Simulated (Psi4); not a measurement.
Input file for Psi4: SAPT0/jun-cc-pV(D+d)Z on CH7ClSi (a complex), monomers drawn apart or pushed together.

```
memory 1800 MB

molecule dimer {
0 1
C     0.00177899   -0.09046503    0.20816642
H     0.38483717   -0.03687533   -0.80989607
H    -0.33411219   -1.10567794    0.41539288
H     0.79038180    0.18139651    0.90802214
H    -0.83479929    0.59879233    0.31607937
--
0 1
Si   -0.92703308   -0.04246856    3.52168694
Cl    1.09030288    0.39160885    3.64548351
H    -1.58724172    1.01642609    2.73537420
H    -1.47406665   -0.08379540    4.89203757
H    -1.08565951   -1.35291163    2.86388342
units angstrom
symmetry c1
no_reorient
no_com
}

set {
  basis jun-cc-pV(D+d)Z
  scf_type df
  freeze_core true
}

energy('sapt0')
```

It printed:

```
[...]
==> Input File <==

--------------------------------------------------------------------------
memory 1800 MB

molecule dimer {
0 1
C     0.00177899   -0.09046503    0.20816642
H     0.38483717   -0.03687533   -0.80989607
H    -0.33411219   -1.10567794    0.41539288
H     0.79038180    0.18139651    0.90802214
H    -0.83479929    0.59879233    0.31607937
--
0 1
Si   -0.92703308   -0.04246856    3.52168694
Cl    1.09030288    0.39160885    3.64548351
H    -1.58724172    1.01642609    2.73537420
H    -1.47406665   -0.08379540    4.89203757
H    -1.08565951   -1.35291163    2.86388342
units angstrom
symmetry c1
no_reorient
no_com
}

set {
  basis jun-cc-pV(D+d)Z
  scf_type df
  freeze_core true
}

energy('sapt0')
--------------------------------------------------------------------------


   => Loading Basis Set <=

    Name: JUN-CC-PV(D+D)Z
    Role: ORBITAL
    Keyword: BASIS
    atoms 1         entry C          line   188 file jun-cc-pv_dpd_z.gbs
    atoms 2-5, 8-10 entry H          line    60 file jun-cc-pv_dpd_z.gbs
    atoms 6         entry SI         line   566 file jun-cc-pv_dpd_z.gbs
    atoms 7         entry CL         line   764 file jun-cc-pv_dpd_z.gbs

   => Loading Basis Set <=

    Name: JUN-CC-PV(D+D)Z
    Role: ORBITAL
    Keyword: BASIS
    atoms 1         entry C          line   188 file jun-cc-pv_dpd_z.gbs
    atoms 2-5, 8-10 entry H          line    60 file jun-cc-pv_dpd_z.gbs
    atoms 6         entry SI         line   566 file jun-cc-pv_dpd_z.gbs
    atoms 7         entry CL         line   764 file jun-cc-pv_dpd_z.gbs


  //>>>>>>>>>>>>>>>>>>>>>>>>>>>>>>>>>>>//
  //              Dimer HF             //
  //<<<<<<<<<<<<<<<<<<<<<<<<<<<<<<<<<<<//

   => Libint2 <=

    Primary   basis highest AM E, G, H:  7, 6, 3
    Auxiliary basis highest AM E, G, H:  7, 7, 4
    Onebody   basis highest AM E, G, H:  -, -, -
    Solid Harmonics ordering:            Gaussian


   => Loading Basis Set <=

    Name: JUN-CC-PV(D+D)Z
    Role: ORBITAL
    Keyword: BASIS
    atoms 1         entry C          line   188 file jun-cc-pv_dpd_z.gbs
    atoms 2-5, 8-10 entry H          line    60 file jun-cc-pv_dpd_z.gbs
    atoms 6         entry SI         line   566 file jun-cc-pv_dpd_z.gbs
    atoms 7         entry CL         line   764 file jun-cc-pv_dpd_z.gbs


         ---------------------------------------------------------
                                   SCF
               by Justin Turney, Rob Parrish, Andy Simmonett
                          and Daniel G. A. Smith
                              RHF Reference
                        1 Threads,   1716 MiB Core
         ---------------------------------------------------------

  ==> Geometry <==

    Molecular point group: c1
    Full point group: C1

    Geometry (in Angstrom), charge = 0, multiplicity = 1:

       Center              X                  Y                   Z               Mass
    ------------   -----------------  -----------------  -----------------  -----------------
         C            0.001778990000    -0.090465030000     0.208166420000    12.000000000000
         H            0.384837170000    -0.036875330000    -0.809896070000     1.007825032230
         H           -0.334112190000    -1.105677940000     0.415392880000     1.007825032230
         H            0.790381800000     0.181396510000     0.908022140000     1.007825032230
         H           -0.834799290000     0.598792330000     0.316079370000     1.007825032230
         SI          -0.927033080000    -0.042468560000     3.521686940000    27.976926534650
         CL           1.090302880000     0.391608850000     3.645483510000    34.968852682000
         H           -1.587241720000     1.016426090000     2.735374200000     1.007825032230
         H           -1.474066650000    -0.083795400000     4.892037570000     1.007825032230
         H           -1.085659510000    -1.352911630000     2.863883420000     1.007825032230

  Running in c1 symmetry.

  Rotational constants: A =      0.21223  B =      0.01955  C =      0.01808 [cm^-1]
  Rotational constants: A =   6362.53196  B =    586.05005  C =    542.04614 [MHz]
  Nuclear repulsion =  149.989759833661793

  Charge       = 0
  Multiplicity = 1
  Electrons    = 44
  Nalpha       = 22
  Nbeta        = 22

  ==> Algorithm <==

  SCF Algorithm Type is DF.
  DIIS enabled.
  MOM disabled.
  Fractional occupation disabled.
  Guess Type is SAD.
  Energy threshold   = 1.00e-08
  Density threshold  = 1.00e-08
  Integral threshold = 1.00e-12

  ==> Primary Basis <==

  Basis Set: JUN-CC-PV(D+D)Z
    Blend: JUN-CC-PV(D+D)Z
    Number of shells: 51
    Number of basis functions: 107
    Number of Cartesian functions: 112
    Spherical Harmonics?: true
    Max angular momentum: 2

   => Loading Basis Set <=

    Name: (JUN-CC-PV(D+D)Z AUX)
    Role: JKFIT
    Keyword: DF_BASIS_SCF
    atoms 1         entry C          line   146 file jun-cc-pvdz-jkfit.gbs
    atoms 2-5, 8-10 entry H          line    70 file jun-cc-pvdz-jkfit.gbs

[...]
   107A     18.432462

    Final Occupation by Irrep:
              A
    DOCC [    17 ]
    NA   [    17 ]
    NB   [    17 ]

  @DF-RHF Final Energy:  -750.23326071269139

   => Energetics <=

    Nuclear Repulsion Energy =             85.9687244309194654
    One-Electron Energy =               -1209.1508398651928928
    Two-Electron Energy =                 372.9488547215819381
    Total Energy =                       -750.2332607126913899

Computation Completed


Properties will be evaluated at   0.000000,   0.000000,   0.000000 [a0]

Properties computed using the SCF density matrix


 Multipole Moments:

 ------------------------------------------------------------------------------------
     Multipole            Electronic (a.u.)      Nuclear  (a.u.)        Total (a.u.)
 ------------------------------------------------------------------------------------

 L = 1.  Multiply by 2.5417464519 to convert [e a0] to [Debye]
 Dipole X            :         -3.3380733            2.6639809           -0.6740925
 Dipole Y            :        -10.8081858           10.6627979           -0.1453879
 Dipole Z            :       -230.1506461          230.1084203           -0.0422258
 Magnitude           :                                                    0.6908844

 ------------------------------------------------------------------------------------

  Constructing Basis Sets for SAPT...

   => Loading Basis Set <=

    Name: (JUN-CC-PV(D+D)Z AUX)
    Role: RIFIT
    Keyword: DF_BASIS_SAPT
    atoms 1         entry C          line   100 file jun-cc-pvdz-ri.gbs
    atoms 2-5, 8-10 entry H          line    30 file jun-cc-pvdz-ri.gbs
    atoms 6         entry SI         line   376 file jun-cc-pvdz-ri.gbs
    atoms 7         entry CL         line   544 file jun-cc-pvdz-ri.gbs

   => Loading Basis Set <=

    Name: (JUN-CC-PV(D+D)Z AUX)
    Role: JKFIT
    Keyword: DF_BASIS_ELST
    atoms 1         entry C          line   146 file jun-cc-pvdz-jkfit.gbs
    atoms 2-5, 8-10 entry H          line    70 file jun-cc-pvdz-jkfit.gbs
    atoms 6         entry SI         line   506 file jun-cc-pvdz-jkfit.gbs
    atoms 7         entry CL         line   746 file jun-cc-pvdz-jkfit.gbs


  //>>>>>>>>>>>>>>>>>>>>>>>>>>>>>>>>>>>//
  //               SAPT0               //
  //<<<<<<<<<<<<<<<<<<<<<<<<<<<<<<<<<<<//



        SAPT0
    Ed Hohenstein
     6 June 2009

      Orbital Information
  --------------------------
    NSO        =       107
    NMO        =       107
    NRI        =       333
    NRI (Elst) =       482
    NOCC A     =         5
    NOCC B     =        17
    FOCC A     =         1
    FOCC B     =        10
    NVIR A     =       102
    NVIR B     =        90

    Elst10,r            =    -0.003274825037 [Eh]
    Exch10              =     0.009105230160 [Eh]
    Exch10 (S^2)        =     0.009080169384 [Eh]

    Maxiter = 50
    CPHF R converge = 1.000000E-08

    Iter     Energy [mEh]          dE [mEh]         Residual      Time [s]
       1      -1.34159823       1.341598225     4.750463e-03             0
       2      -1.62264517       0.281046943     6.024860e-04             0
       3      -1.61902254      -0.003622627     1.107653e-04             0
       4      -1.61800020      -0.001022345     1.900310e-05             0
       5      -1.61825517       0.000254970     3.065709e-06             0
       6      -1.61824875      -0.000006419     8.389218e-07             0
       7      -1.61824174      -0.000007005     1.326051e-07             0
       8      -1.61824272       0.000000977     1.940673e-08             0
       9      -1.61824262      -0.000000096     2.892657e-09             0

    CHF Iterations converged

    Maxiter = 50
    CPHF R converge = 1.000000E-08

    Iter     Energy [mEh]          dE [mEh]         Residual      Time [s]
       1      -0.56242646       0.562426461     3.153271e-03             0
       2      -0.68528737       0.122860913     5.633430e-04             0
       3      -0.68487425      -0.000413123     1.765285e-04             0
       4      -0.68346024      -0.001414010     3.234718e-05             0
       5      -0.68363978       0.000179543     7.932287e-06             0
       6      -0.68365922       0.000019439     1.744897e-06             0
       7      -0.68365191      -0.000007310     4.603045e-07             0
       8      -0.68365204       0.000000130     1.171111e-07             0
       9      -0.68365231       0.000000266     2.395067e-08             0
      10      -0.68365230      -0.000000009     6.857328e-09             0

    CHF Iterations converged

    Ind20,r (A<-B)      =    -0.001618242623 [Eh]
    Ind20,r (B<-A)      =    -0.000683652300 [Eh]
    Ind20,r             =    -0.002301894924 [Eh]
    Exch-Ind20,r (A<-B) =     0.001372302453 [Eh]
    Exch-Ind20,r (B<-A) =     0.000599999575 [Eh]
    Exch-Ind20,r        =     0.001972302029 [Eh]
    Disp20              =    -0.003965541413 [Eh]
    Disp20 (SS)         =    -0.001982770707 [Eh]
    Disp20 (OS)         =    -0.001982770707 [Eh]
    Exch-Disp20         =     0.000509467740 [Eh]
    Exch-Disp20 (SS)    =     0.000277581583 [Eh]
    Exch-Disp20 (OS)    =     0.000231886158 [Eh]

    SAPT Results
  --------------------------------------------------------------------------------------------------------
    Electrostatics                 -3.27482504 [mEh]      -2.05498374 [kcal/mol]      -8.59805195 [kJ/mol]
      Elst10,r                     -3.27482504 [mEh]      -2.05498374 [kcal/mol]      -8.59805195 [kJ/mol]

    Exchange                        9.10523016 [mEh]       5.71361819 [kcal/mol]      23.90577849 [kJ/mol]
      Exch10                        9.10523016 [mEh]       5.71361819 [kcal/mol]      23.90577849 [kJ/mol]
      Exch10(S^2)                   9.08016938 [mEh]       5.69789231 [kcal/mol]      23.83998143 [kJ/mol]

    Induction                      -0.84845378 [mEh]      -0.53241279 [kcal/mol]      -2.22761510 [kJ/mol]
      Ind20,r                      -2.30189492 [mEh]      -1.44446087 [kcal/mol]      -6.04362429 [kJ/mol]
      Exch-Ind20,r                  1.97230203 [mEh]       1.23763821 [kcal/mol]       5.17827826 [kJ/mol]
      delta HF,r (2)               -0.51886089 [mEh]      -0.32559012 [kcal/mol]      -1.36226907 [kJ/mol]

    Dispersion                     -3.45607367 [mEh]      -2.16871897 [kcal/mol]      -9.07392018 [kJ/mol]
      Disp20                       -3.96554141 [mEh]      -2.48841481 [kcal/mol]     -10.41152755 [kJ/mol]
      Exch-Disp20                   0.50946774 [mEh]       0.31969583 [kcal/mol]       1.33760737 [kJ/mol]
      Disp20 (SS)                  -1.98277071 [mEh]      -1.24420740 [kcal/mol]      -5.20576377 [kJ/mol]
      Disp20 (OS)                  -1.98277071 [mEh]      -1.24420740 [kcal/mol]      -5.20576377 [kJ/mol]
      Exch-Disp20 (SS)              0.27758158 [mEh]       0.17418507 [kcal/mol]       0.72879035 [kJ/mol]
      Exch-Disp20 (OS)              0.23188616 [mEh]       0.14551076 [kcal/mol]       0.60881702 [kJ/mol]

  Total HF                          4.98195134 [mEh]       3.12622166 [kcal/mol]      13.08011145 [kJ/mol]
  Total SAPT0                       1.52587767 [mEh]       0.95750269 [kcal/mol]       4.00619127 [kJ/mol]

  Special recipe for scaled SAPT0 (see Manual):
    Electrostatics sSAPT0          -3.27482504 [mEh]      -2.05498374 [kcal/mol]      -8.59805195 [kJ/mol]
    Exchange sSAPT0                 9.10523016 [mEh]       5.71361819 [kcal/mol]      23.90577849 [kJ/mol]
    Induction sSAPT0               -0.83207833 [mEh]      -0.52213703 [kcal/mol]      -2.18462135 [kJ/mol]
    Dispersion sSAPT0              -3.45184371 [mEh]      -2.16606463 [kcal/mol]      -9.06281441 [kJ/mol]
  Total sSAPT0                      1.54648308 [mEh]       0.97043279 [kcal/mol]       4.06029078 [kJ/mol]
  --------------------------------------------------------------------------------------------------------



*** Psi4 exiting successfully. Buy a developer a beer!
```

The run finished.

Cost: very roughly 8 core-seconds.
